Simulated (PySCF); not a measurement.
Two-component Hartree-Fock for Er⁵⁶⁺ (erbium, charge +56)

Start: [Ne] 3s2. Calculated with PySCF 2.14 in an uncontracted even-tempered set (18 s from 16 bohr⁻², ratio 2.4; 14 p from 21 bohr⁻², ratio 2.4; 4 d from 69 bohr⁻², ratio 2.6; 4 f from 100 bohr⁻², ratio 2.6): generalised Hartree-Fock with the X2C-1e Hamiltonian and a Gaussian nucleus; one run each with spin-orbit coupling (SO) switched off, then screened by Boettger's factors.

```
spinor shell  electrons  ε, spin-free (eV)  ε, screened SO (eV)  weight of nominal j (screened SO)  rms radius, screened SO (bohr)
       1s1/2          2           -62223.3             -62213.5                              1.000                          0.0231
       2s1/2          2           -14018.6             -14016.3                              1.000                          0.0918
       2p1/2          2           -12908.3             -13579.8                              1.000                          0.0783
       2p3/2          4           -12908.3             -12628.9                              1.000                          0.0846
       3s1/2          2            -5699.8              -5699.4                              1.000                           0.219
```

| quantity | spin-free | screened SO |
| --- | --- | --- |
| E (hartree) | -9598.36022 | -9607.05163 |
| M_J | 0 | 0 |
| ⟨J²⟩ | 0.000 | 0.000 |
| ⟨L²⟩ | 0.000 | 0.023 |
| ⟨S²⟩ | 0.000 | 0.023 |

Breit and QED terms are absent; they matter most for the inner s and p1/2 levels.

Densities and radii are taken from the X2C orbitals without a picture-change correction, which distorts them close to the nucleus.

Without spin-orbit coupling the j labels of p, d and f shells carry no meaning; the spin-free column gives the mean over the occupied spinors of each nl shell.
